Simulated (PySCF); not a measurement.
# Cl⁺ (chlorine, charge +1) across methods

[Ne] 3s2 3p4, high-spin 3P determinant. Computed with PySCF 2.14 in aug-cc-pV(T+d)Z, with no relativity, point nucleus. The B2PLYP total includes its PT2 part (frozen core); its orbital energies are those of the SCF part.

```csv
method,E (hartree),mean ε 3s β (eV),mean ε 3p α (eV),mean ε 3p β (eV),Σ⟨r²⟩ (bohr²),⟨S²⟩
M06-2X,-459.6635,-33.776,-23.421,-21.328,20.60,2.004
B2PLYP,-459.5580,-34.014,-23.560,-21.334,20.64,2.006
B3LYP,-459.6949,-32.045,-21.617,-19.681,20.62,2.004
r2SCAN,-459.6463,-30.555,-20.883,-18.731,20.53,2.007
PBE,-459.4894,-30.379,-20.321,-18.373,20.60,2.004
LDA,-458.1731,-30.586,-20.323,-18.340,20.66,2.002
PBE0,-459.5294,-32.279,-22.049,-19.953,20.55,2.005
UHF,-459.05338,-36.615,-26.356,-23.653,20.68,2.011
```

Q: Estimate the same row for M06.

A: E (hartree) = -459.6623; mean ε 3s β (eV) = -32.220; mean ε 3p α (eV) = -21.732; mean ε 3p β (eV) = -19.633; Σ⟨r²⟩ (bohr²) = 20.43; ⟨S²⟩ = 2.003.
